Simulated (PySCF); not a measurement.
## Peak assignment

Geometry:
```csv
atom,x (Å),y (Å),z (Å)
C1,1.617,-1.568,-0.403
O2,1.610,-0.232,-0.857
C3,0.959,0.711,-0.049
Si4,1.610,2.410,-0.643
O5,-0.432,0.784,-0.234
C6,-1.217,-0.192,0.390
C7,-2.689,-0.131,0.145
C8,-1.880,-1.262,-0.427
H9,2.346,-2.094,-1.019
H10,0.639,-2.044,-0.512
H11,1.926,-1.618,0.648
H12,1.173,0.491,1.015
H13,0.985,3.440,0.190
H14,3.064,2.409,-0.475
H15,1.235,2.561,-2.043
H16,-0.863,-0.448,1.389
H17,-3.036,0.627,-0.539
H18,-3.356,-0.331,0.969
H19,-1.704,-1.254,-1.492
H20,-1.991,-2.248,0.001
```

PySCF calculation with σ from GIAO-PBE0/pcSseg-1 and geometry from GFN2-xTB; no solvent model, one conformer, relativity neglected, fast rotation and ring inversion assumed for equivalent nuclei.

References, each an isolated molecule treated in the same way: ¹³C, ¹H against TMS.

Task: Assign these signals to the numbered atoms. ¹³C{¹H} NMR (computed): δ 109.1 (CH), 64.9 (CH3), 61.9 (CH), 10.4 (CH2), 9.1 (CH2).

Result: 
| δ (ppm) | atoms | environment | reason |
| --- | --- | --- | --- |
| 109.1 | C3 | sp3 carbon bearing two oxygens | 2 electronegative neighbours deshield it |
| 64.9 | C1 | methyl carbon bonded to O | deshielded by the electronegative neighbour |
| 61.9 | C6 | three-membered-ring carbon | the inductive effect lowers its shielding |
| 10.4 | C8 | three-membered-ring carbon | – |
| 9.1 | C7 | three-membered-ring carbon | – |

C8 and C7 lie closer than the usual error of such a calculation, so a measured spectrum could show them in the other order.

Task: Assign these signals to the numbered atoms. ¹H NMR (400 MHz, computed): δ 4.61 (q, 1H), 3.95 (s, 3H), 3.72 (d, 3H), 3.04 (m, 1H), 0.91 (m, 1H), 0.84 (m, 1H), 0.69 (m, 1H), 0.36 (m, 1H).

Result: 
4.61 → H12, hydrogen on an sp3 carbon bearing two oxygens: its carbon carries O, which withdraws density
3.95 → H9/H10/H11, hydrogen on a methyl carbon bonded to O: its carbon carries O, which withdraws density
3.72 → H13/H14/H15, hydrogen on a silicon bonded to C
3.04 → H16, hydrogen on a three-membered-ring carbon: its carbon carries O, which withdraws density
0.91 → H17, hydrogen on a three-membered-ring carbon
0.84 → H19, hydrogen on a three-membered-ring carbon
0.69 → H18, hydrogen on a three-membered-ring carbon
0.36 → H20, hydrogen on a three-membered-ring carbon

H17 and H19 lie closer than the usual error of such a calculation, so a measured spectrum could show them in the other order.

Shifts are as computed. Against solution values, carbons near 30 ppm lie about +3 ppm off and those near 130 ppm about +5 ppm. Of 1309 compounds with measured shifts, 239 miss one by over three times the rms of a fit or turn the order of signals round; such compounds aren't used in these exercises. No couplings were computed; multiplicities are counted from neighbouring protons, with m where these are inequivalent, close in shift, in a saturated or five-membered ring or joined by F or P, and br s for small geminal =CH2 splittings.
